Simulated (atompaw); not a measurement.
**Cutoff test, nitrogen, PAW (atompaw)**

- Element: nitrogen (N)
- Generator: atompaw 4.2.0.5
- Type: PAW
- Functional: PBE
- Relativity: scalar-relativistic
- Frozen core: [He]
- Valence charge: 5
- Reference configuration: 2s1 2p4
- Partial waves: 2s (bound): rc 1.25 bohr; 2s channel at -0.85 Ry: rc 1.25 bohr; 2p (bound): rc 1.25 bohr; 2p channel at 0.75 Ry: rc 1.20 bohr
- Local potential: vpsmatchnc scheme with l = 2 at -0.5 Ry, radius 1.15 bohr
- Core correction: smooth core density matched at 1.00 bohr
- Augmentation charge: besselshape compensation charge, radius 1.10 bohr; PAW radius 1.25 bohr; waves and projectors: custom polynom vanderbiltortho

The pseudo-atom Hamiltonian at the reference potential is diagonalised in spherical Bessel functions j_l(qr) that vanish at 20 bohr, with q² up to the cutoff. All-electron valence levels (Ry): 2s -1.3987, 2p -0.5519.

**Question.** How do the lowest levels (Ry) of each channel move with the cutoff, and are there ghosts?

**Answer.**

```json
{"cutoff (Ry)": "8", "s #1": "-1.3822", "s #2": "-0.0165", "p #1": "-0.2019", "p #2": "0.0434", "d #1": "0.0764", "f #1": "0.1191", "f #2": "0.2577", "Σ f·Δε (mRy)": "1416.5"}
{"cutoff (Ry)": "12", "s #1": "-1.3969", "s #2": "-0.0172", "p #1": "-0.3305", "p #2": "0.0393", "d #1": "0.0764", "f #1": "0.1191", "f #2": "0.2577", "Σ f·Δε (mRy)": "887.4"}
{"cutoff (Ry)": "18", "s #1": "-1.3978", "s #2": "-0.0173", "p #1": "-0.4591", "p #2": "0.0366", "d #1": "0.0764", "f #1": "0.1191", "f #2": "0.2577", "Σ f·Δε (mRy)": "372.0"}
{"cutoff (Ry)": "25", "s #1": "-1.3981", "s #2": "-0.0173", "p #1": "-0.5252", "p #2": "0.0354", "d #1": "0.0764", "f #1": "0.1191", "f #2": "0.2577", "Σ f·Δε (mRy)": "107.6"}
{"cutoff (Ry)": "40", "s #1": "-1.3987", "s #2": "-0.0173", "p #1": "-0.5506", "p #2": "0.0349", "d #1": "0.0764", "f #1": "0.1191", "f #2": "0.2577", "Σ f·Δε (mRy)": "5.2"}
{"cutoff (Ry)": "50", "s #1": "-1.3987", "s #2": "-0.0173", "p #1": "-0.5516", "p #2": "0.0349", "d #1": "0.0764", "f #1": "0.1191", "f #2": "0.2577", "Σ f·Δε (mRy)": "1.1"}
{"cutoff (Ry)": "60", "s #1": "-1.3987", "s #2": "-0.0173", "p #1": "-0.5517", "p #2": "0.0349", "d #1": "0.0764", "f #1": "0.1191", "f #2": "0.2577", "Σ f·Δε (mRy)": "1.0"}
{"cutoff (Ry)": "80", "s #1": "-1.3987", "s #2": "-0.0173", "p #1": "-0.5518", "p #2": "0.0349", "d #1": "0.0764", "f #1": "0.1191", "f #2": "0.2577", "Σ f·Δε (mRy)": "0.2"}
{"cutoff (Ry)": "400", "s #1": "-1.3987", "s #2": "-0.0173", "p #1": "-0.5519", "p #2": "0.0349", "d #1": "0.0764", "f #1": "0.1191", "f #2": "0.2577", "Σ f·Δε (mRy)": "0.0"}
```

Result: no extra level below or beside the all-electron valence levels (s, p, d, f tested); 10 mRy is reached at 40 Ry and 1 mRy at 60 Ry.
